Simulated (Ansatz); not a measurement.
Na5⁺, relaxed as a singlet with RKS r2SCAN/def2-SVP in Ansatz, starting from the GFN1-xTB geometry. Force threshold 0.02 eV/Å.

The restricted singlet is unstable towards broken spin symmetry in Hartree–Fock (as tested in another run); at r2SCAN/def2-SVP this wasn't settled. The structure comes from a short search, and lower isomers may exist.

Start:

Cartesian coordinates in Å:
```
Na 1.711 2.808 -0.235
Na -0.793 3.143 1.355
Na -0.126 0.001 0.077
Na -1.866 -2.931 -0.356
Na 1.074 -3.022 -0.842
```

```
step  energy (eV)  largest force component (eV/Å)  SCF passes
   1  -22064.7477                           0.397          25
   2  -22064.8248                           0.292          26
   3  -22064.9334                           0.018          27
   4  -22064.9347                           0.007          27
   5  -22064.9351                           0.005          26
   6  -22064.9354                           0.006          24
```

Force components are those of the run's own axes.

End:

Cartesian coordinates in Å:
```
Na 1.865 3.056 -0.341
Na -0.884 3.310 1.540
Na -0.124 0.008 0.053
Na -2.083 -3.097 -0.414
Na 1.226 -3.277 -0.838
```

By distances, no bond broke or formed. The bond that changes most is Na4–Na5, from 2.98 to 3.34 Å (atoms count from 1).

The force fell under the threshold at step 3, but the optimiser went on and released 0.002 eV more. No frequencies were taken in this run, so the end may be a saddle point.

Hardware: 4 threads of Arm Neoverse V1 on a shared host. Wall time 19 s.
